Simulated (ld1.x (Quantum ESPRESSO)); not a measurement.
## PBEsol PAW dataset for Cu, fully relativistic all-electron reference.

Input for ld1.x (Quantum ESPRESSO) 7.5:

```
&input
   title='Cu', zed=29., rel=2, dft='PBESOL', iswitch=3,
   config='[Ar] 3d10 4s0.5 4p0', rel_dist='average',
   nld=5, rlderiv=1.80, eminld=-11.0, emaxld=5.0, deld=0.04
 /
 &inputp
   pseudotype=3, lpaw=.true., tm=.true., lloc=-2, rcloc=1.35,
   nlcc=.true., rcore=1.00,
   which_augfun='BG', rmatch_augfun=0.85,
   file_pseudopw='Cu.UPF', file_wfcaegen='ae.wfc', file_wfcncgen='nc.wfc', file_beta='beta', file_chi='chi', file_wfcusgen='us.wfc'
 /
6
3S  1  0   2.00   0.00  0.95  1.15  0.0
4S  2  0   0.50   0.00  0.95  1.15  0.0
3P  2  1   6.00   0.00  1.45  1.65  0.0
4P  3  1   0.00   0.00  1.45  1.65  0.0
3D  3  2  10.00   0.00  1.50  1.60  0.0
3D  3  2   0.00  -0.30  1.50  1.60  0.0
 &test
   configts(1)='3s2 3p6 3d10 4s0.5 4p0'
 /
```

Command:

```bash
ld1.x < Cu.in > Cu.out
```

The program printed (shortened: banner, matrices, multipoles, cross overlaps and the repeated all-electron block are left out):

```
Program LD1 v.7.5
     --------------------------- All-electron run ----------------------------

     Cu
     dirac relativistic calculation

     atomic number is 29.00
     dft =PBESOL   lsd =0 sic =0 latt =0  beta=0.20 tr2=1.0E-14
     Exchange-correlation= PBESOL
                           (   1   4  10   8   0   0   0)
     mesh =1199 r(mesh) = 100.25372 a.u. xmin = -7.00 dx = 0.01250
     1 Ry =  13.60569312 eV, c = 137.03599908

     n l j   nl                  e(Ry)          e(Ha)          e(eV)
     Spin orbit split results
     1 0 0.5 1S 1( 2.00)      -650.0809      -325.0404     -8844.8011
     2 0 0.5 2S 1( 2.00)       -78.2789       -39.1394     -1065.0386
     2 1 0.5 2P 1( 2.00)       -68.6321       -34.3160      -933.7871
     2 1 1.5 2P 1( 4.00)       -67.1277       -33.5638      -913.3188
     3 0 0.5 3S 1( 2.00)        -8.7055        -4.3528      -118.4450
     3 1 0.5 3P 1( 2.00)        -5.7184        -2.8592       -77.8026
     3 1 1.5 3P 1( 4.00)        -5.5288        -2.7644       -75.2237
     3 2 1.5 3D 1( 4.00)        -0.6841        -0.3421        -9.3080
     3 2 2.5 3D 1( 6.00)        -0.6642        -0.3321        -9.0364
     4 0 0.5 4S 1( 0.50)        -0.5924        -0.2962        -8.0606
     4 1 0.5 4P 1( 0.00)        -0.2477        -0.1238        -3.3701
     4 1 1.5 4P 1( 0.00)        -0.2429        -0.1215        -3.3054
     Averaged results
     1 0     1S 1( 2.00)      -650.0809      -325.0404     -8844.8011
     2 0     2S 1( 2.00)       -78.2789       -39.1394     -1065.0386
     2 1     2P 1( 6.00)       -67.6292       -33.8146      -920.1416
     3 0     3S 1( 2.00)        -8.7055        -4.3528      -118.4450
     3 1     3P 1( 6.00)        -5.5920        -2.7960       -76.0833
     3 2     3D 1(10.00)        -0.6722        -0.3361        -9.1451
     4 0     4S 1( 0.50)        -0.5924        -0.2962        -8.0606
     4 1     4P 1( 0.00)        -0.2445        -0.1223        -3.3270

     final scf error:  6.4E-15 reached in  21 iterations

     Etot =   -3306.855813 Ry,   -1653.427906 Ha,  -44992.065391 eV

     Ekin =    3363.821462 Ry,    1681.910731 Ha,   45767.122527 eV
     Encl =   -7965.885984 Ry,   -3982.942992 Ha, -108381.400149 eV
     Eh   =    1427.470167 Ry,     713.735084 Ha,   19421.721037 eV
     Exc  =    -132.261458 Ry,     -66.130729 Ha,   -1799.508805 eV

     normalization and overlap integrals

     s(1S/1S) =  1.000000  <r> =   0.0522  <r2> =    0.0037  r(max) =   0.0341
     s(2S/2S) =  1.000000  <r> =   0.2351  <r2> =    0.0653  r(max) =   0.1960
     s(2P/2P) =  1.000000  <r> =   0.2042  <r2> =    0.0513  r(max) =   0.1565
     s(2P/2P) =  1.000000  <r> =   0.2076  <r2> =    0.0528  r(max) =   0.1585
     s(3S/3S) =  1.000000  <r> =   0.7128  <r2> =    0.5881  r(max) =   0.6112
     s(3P/3P) =  1.000000  <r> =   0.7432  <r2> =    0.6543  r(max) =   0.6112
     s(3P/3P) =  1.000000  <r> =   0.7541  <r2> =    0.6737  r(max) =   0.6189
     s(3D/3D) =  1.000000  <r> =   1.0236  <r2> =    1.4689  r(max) =   0.6036
     s(3D/3D) =  1.000000  <r> =   1.0348  <r2> =    1.5051  r(max) =   0.6036
     s(4S/4S) =  1.000000  <r> =   2.7299  <r2> =    8.6919  r(max) =   2.1874
     s(4P/4P) =  1.000000  <r> =   3.9358  <r2> =   18.4561  r(max) =   3.0274
     s(4P/4P) =  1.000000  <r> =   3.9901  <r2> =   18.9546  r(max) =   3.0655

     ------------------------ End of All-electron run ------------------------

     --------------------- Generating PAW atomic setup --------------------

      Generating local potential from pseudized AE potential:
      Matching radius rcloc =   1.3500
      Enforcing V''(0)=0 (lloc=-2)

      Local pseudo, rcloc= 1.360 Estimated cut-off energy=    17.38 Ry

      Computing core charge for nlcc:

       r > 1.01 : true rho core
       r < 1.01 : rho core = a sin(br)/r    a=   0.00  b=   2.93

      Integrated core pseudo-charge :   0.00

     Fully relativistic calculation: |psi|^2

     Wfc 3S LC norm =  0.99954535 SC norm =  0.00045458 missing  0.00000007
     Speed at rcutus      1.150 a.u.,  v/c =  0.008395,  (v/c)^2 = -0.00007047

     Wfc 4S LC norm =  0.99996498 SC norm =  0.00003114 missing  0.00000388
     Speed at rcutus      0.534 a.u.,  v/c =  0.003897,  (v/c)^2 =  0.00001519

     Wfc 3P LC norm =  0.99959311 SC norm =  0.00040681 missing  0.00000008
     Speed at rcutus      0.426 a.u.,  v/c =  0.003108,  (v/c)^2 = -0.00000966

     Wfc 3P LC norm =  0.99960246 SC norm =  0.00039728 missing  0.00000026
     Speed at rcutus      0.434 a.u.,  v/c =  0.003167,  (v/c)^2 = -0.00001003

     Wfc 4P LC norm =  0.99998377 SC norm =  0.00001495 missing  0.00000128
     Speed at rcutus      0.452 a.u.,  v/c =  0.003299,  (v/c)^2 =  0.00001088

     Wfc 4P LC norm =  0.99998419 SC norm =  0.00001094 missing  0.00000487
     Speed at rcutus      0.437 a.u.,  v/c =  0.003192,  (v/c)^2 =  0.00001019

     Wfc 3D LC norm =  0.99975026 SC norm =  0.00024972 missing  0.00000002
     Speed at rcutus      0.647 a.u.,  v/c =  0.004719,  (v/c)^2 =  0.00002227

     Wfc 3D LC norm =  0.99975352 SC norm =  0.00024285 missing  0.00000363
     Speed at rcutus      0.655 a.u.,  v/c =  0.004781,  (v/c)^2 =  0.00002285
      Wfc-us  3S rcutus= 1.142  Estimated cut-off energy=    41.09 Ry
      Wfc-us  4S rcutus= 1.142  Estimated cut-off energy=    83.01 Ry
      Wfc-us  3P rcutus= 1.661  Estimated cut-off energy=    31.87 Ry
      Wfc-us  3P rcutus= 1.661  Estimated cut-off energy=    31.79 Ry
      Wfc-us  4P rcutus= 1.661  Estimated cut-off energy=    24.51 Ry
      Wfc-us  4P rcutus= 1.661  Estimated cut-off energy=    24.41 Ry
      Wfc-us  3D rcutus= 1.580  Estimated cut-off energy=    46.65 Ry
      Wfc-us  3D rcutus= 1.580  Estimated cut-off energy=    46.62 Ry
      Wfc-us  3D rcutus= 1.580  Estimated cut-off energy=    52.13 Ry
      Wfc-us  3D rcutus= 1.580  Estimated cut-off energy=    51.54 Ry

     Required augmentation: BG   radius:    0.850000
     Message from routine us2paw:
     WARNING: using Bloechl style augmentation functions is not a good idea, as analytical overlap are not implemented in pwscf: use BESSEL or GAUSS instead.
     Message from routine us2paw:
     WARNING: using Bloechl style augmentation functions is not a good idea, as analytical overlap are not implemented in pwscf: use BESSEL or GAUSS instead.
     Message from routine us2paw:
     WARNING: using Bloechl style augmentation functions is not a good idea, as analytical overlap are not implemented in pwscf: use BESSEL or GAUSS instead.
     Message from routine us2paw:
     WARNING: using Bloechl style augmentation functions is not a good idea, as analytical overlap are not implemented in pwscf: use BESSEL or GAUSS instead.
     [... 1 repeated lines left out ...]
     WARNING: using Bloechl style augmentation functions is not a good idea, as analytical overlap are not implemented in pwscf: use BESSEL or GAUSS instead.
     [... 1 repeated lines left out ...]
     WARNING: using Bloechl style augmentation functions is not a good idea, as analytical overlap are not implemented in pwscf: use BESSEL or GAUSS instead.
     [... 1 repeated lines left out ...]
     WARNING: using Bloechl style augmentation functions is not a good idea, as analytical overlap are not implemented in pwscf: use BESSEL or GAUSS instead.
     [... 1 repeated lines left out ...]
     WARNING: using Bloechl style augmentation functions is not a good idea, as analytical overlap are not implemented in pwscf: use BESSEL or GAUSS instead.
     [... 1 repeated lines left out ...]
     WARNING: using Bloechl style augmentation functions is not a good idea, as analytical overlap are not implemented in pwscf: use BESSEL or GAUSS instead.
     [... 1 repeated lines left out ...]
     WARNING: using Bloechl style augmentation functions is not a good idea, as analytical overlap are not implemented in pwscf: use BESSEL or GAUSS instead.
     [... 1 repeated lines left out ...]
     WARNING: using Bloechl style augmentation functions is not a good idea, as analytical overlap are not implemented in pwscf: use BESSEL or GAUSS instead.
     [... 1 repeated lines left out ...]
     WARNING: using Bloechl style augmentation functions is not a good idea, as analytical overlap are not implemented in pwscf: use BESSEL or GAUSS instead.
     [... 1 repeated lines left out ...]
     WARNING: using Bloechl style augmentation functions is not a good idea, as analytical overlap are not implemented in pwscf: use BESSEL or GAUSS instead.
     [... 1 repeated lines left out ...]
     WARNING: using Bloechl style augmentation functions is not a good idea, as analytical overlap are not implemented in pwscf: use BESSEL or GAUSS instead.
     [... 1 repeated lines left out ...]
     WARNING: using Bloechl style augmentation functions is not a good idea, as analytical overlap are not implemented in pwscf: use BESSEL or GAUSS instead.
     [... 1 repeated lines left out ...]
     WARNING: using Bloechl style augmentation functions is not a good idea, as analytical overlap are not implemented in pwscf: use BESSEL or GAUSS instead.
     [... 1 repeated lines left out ...]
     WARNING: using Bloechl style augmentation functions is not a good idea, as analytical overlap are not implemented in pwscf: use BESSEL or GAUSS instead.
     [... 1 repeated lines left out ...]
     WARNING: using Bloechl style augmentation functions is not a good idea, as analytical overlap are not implemented in pwscf: use BESSEL or GAUSS instead.
     [... 1 repeated lines left out ...]
     WARNING: using Bloechl style augmentation functions is not a good idea, as analytical overlap are not implemented in pwscf: use BESSEL or GAUSS instead.
     [... 1 repeated lines left out ...]
     WARNING: using Bloechl style augmentation functions is not a good idea, as analytical overlap are not implemented in pwscf: use BESSEL or GAUSS instead.
     [... 1 repeated lines left out ...]
     WARNING: using Bloechl style augmentation functions is not a good idea, as analytical overlap are not implemented in pwscf: use BESSEL or GAUSS instead.
     [... 1 repeated lines left out ...]
     WARNING: using Bloechl style augmentation functions is not a good idea, as analytical overlap are not implemented in pwscf: use BESSEL or GAUSS instead.
     [... 1 repeated lines left out ...]
     WARNING: using Bloechl style augmentation functions is not a good idea, as analytical overlap are not implemented in pwscf: use BESSEL or GAUSS instead.
     [... 1 repeated lines left out ...]
     WARNING: using Bloechl style augmentation functions is not a good idea, as analytical overlap are not implemented in pwscf: use BESSEL or GAUSS instead.
     [... 1 repeated lines left out ...]
     WARNING: using Bloechl style augmentation functions is not a good idea, as analytical overlap are not implemented in pwscf: use BESSEL or GAUSS instead.
     [... 1 repeated lines left out ...]
     WARNING: using Bloechl style augmentation functions is not a good idea, as analytical overlap are not implemented in pwscf: use BESSEL or GAUSS instead.
     Gaussians generated with zeta:    42.825476

     Estimated PAW energy = -483.718447 Ryd

     ------------------- End of pseudopotential generation -------------------

     Computing logarithmic derivative in   1.80214
     Computing logarithmic derivative in   1.80214
     Computing the partial wave expansion
     R is outside the sphere for l=    0 j= 0.50
     R is outside the sphere for l=    0 j= 0.50
     R is outside the sphere for l=    1 j= 0.50
     R is outside the sphere for l=    1 j= 0.50
     R is outside the sphere for l=    1 j= 1.50
     R is outside the sphere for l=    1 j= 1.50
     R is outside the sphere for l=    2 j= 1.50
     R is outside the sphere for l=    2 j= 1.50
     R is outside the sphere for l=    2 j= 2.50
     R is outside the sphere for l=    2 j= 2.50

     ---------------------- Testing the pseudopotential ----------------------

     Cu
     dirac relativistic calculation

     atomic number is 29.00   valence charge is 19.00
     dft = SLA  PW   PSX  PSC   lsd =0 sic =0 latt =0  beta=0.20 tr2=1.0E-14
     mesh =1199 r(mesh) = 100.25372 xmin = -7.00 dx = 0.01250

     n l  j  nl             e AE (Ry)       e PS (Ry)    De AE-PS (Ry)
     1 0 0.5 3S   1( 2.00)       -8.70554       -8.70554       -0.00001
     2 1 0.5 3P   1( 2.00)       -5.71838       -5.71838       -0.00000
     2 1 1.5 3P   1( 4.00)       -5.52884       -5.52884       -0.00000
     3 2 1.5 3D   1( 4.00)       -0.68413       -0.68413       -0.00000
     3 2 2.5 3D   1( 6.00)       -0.66416       -0.66417        0.00000
     2 0 0.5 4S   1( 0.50)       -0.59245       -0.59244       -0.00000
     3 1 0.5 4P   1( 0.00)       -0.24770       -0.24769       -0.00000
     3 1 1.5 4P   1( 0.00)       -0.24295       -0.24294       -0.00000

     eps = 9.0E-16  iter =  7

     Etot =   -3306.855813 Ry,   -1653.427906 Ha,  -44992.065391 eV
     Etotps =  -483.718426 Ry,    -241.859213 Ha,   -6581.324461 eV

     Ekin =     439.679483 Ry,     219.839741 Ha,    5982.144113 eV
     Encl =   -1138.726903 Ry,    -569.363452 Ha,  -15493.168794 eV
     Ehrt =     347.590513 Ry,     173.795257 Ha,    4729.209854 eV
     Ecxc =    -132.261518 Ry,     -66.130759 Ha,   -1799.509632 eV
     (Ecc =      -0.000159 Ry,      -0.000080 Ha,      -0.002167 eV)

     ---------------------- End of pseudopotential test ----------------------
```

Generation and configuration tests took about 2.9 s on one core of a shared server CPU.
